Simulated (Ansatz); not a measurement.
Species: MnH, charge 0, multiplicity 7. SMILES: [MnH]

Atoms: Mn1, H2. Bonds: Mn1-H2.

Bond lengths (Å) and angles (degrees) optimised at HF/3-21G with Ansatz (a first-principles code); B3LYP/6-31G* with LANL2DZ past Ar with Ansatz; MP2/6-31G* with LANL2DZ past Ar with Ansatz, each started from the B3LYP-D3(BJ)/def2-TZVP structure (Ansatz) of the last column. A row stands for all coordinates that are equal there. 6-31G* holds six Cartesian d functions.

```
coordinate  HF/3-21G  B3LYP/6-31G* with LANL2DZ past Ar  MP2/6-31G* with LANL2DZ past Ar  B3LYP-D3(BJ)/def2-TZVP
----------  --------  ---------------------------------  -------------------------------  ----------------------
Mn1-H2         1.794                              1.760                            1.814                   1.752
```

Mean signed difference of all 1 bond lengths from B3LYP-D3(BJ)/def2-TZVP: HF/3-21G 0.042 Å, B3LYP/6-31G* with LANL2DZ past Ar 0.008 Å, MP2/6-31G* with LANL2DZ past Ar 0.062 Å.
